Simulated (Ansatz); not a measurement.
The lowest singlet and triplet of CH2 (SMILES [CH2]); geometries from B3LYP-D3(BJ)/def2-TZVP, each state relaxed from the structure named, with no frequency check.
Singlet (charge 0, multiplicity 1):
```json
[
 {"atom": "C", "x (Å)": "-0.0007", "y (Å)": "0.1750", "z (Å)": "0.0000"},
 {"atom": "H", "x (Å)": "-0.8600", "y (Å)": "-0.5287", "z (Å)": "0.0000"},
 {"atom": "H", "x (Å)": "0.8644", "y (Å)": "-0.5215", "z (Å)": "0.0000"}
]
```
Triplet (charge 0, multiplicity 3):
```xyz
3

C     -0.0004     0.1031     0.0000
H     -0.9952    -0.3128     0.0000
H      0.9974    -0.3058     0.0000
```

A positive gap puts the triplet lower; no zero-point energy. R- takes a restricted singlet. The triplet is unrestricted in single-reference levels. Active spaces average the two states.

Cores are frozen in the correlated methods.

Run with Ansatz (Gaussian basis) for Hartree–Fock, density functionals and correlated methods. Values without a source in brackets are computed.

Problem. What is the computed gap E(singlet) − E(triplet), adiabatic (R-MP2/cc-pVTZ)?

Solution. 15.3 kcal/mol

Problem. What is the computed gap E(singlet) − E(triplet), adiabatic (FIC-MRCISD+Q on SA-CASSCF(6,6)/cc-pVQZ)?

Solution. 9.0 kcal/mol

Problem. Give the gap E(singlet) − E(triplet), adiabatic at the level SA-CASSCF(6,6)/cc-pVQZ.

Solution. 12.5 kcal/mol

Doubts at one or more of the structures used: a restricted determinant that unrestricted orbitals would lower (R-MP2/cc-pVTZ).

Ansatz is a quantum-chemistry and plane-wave program.
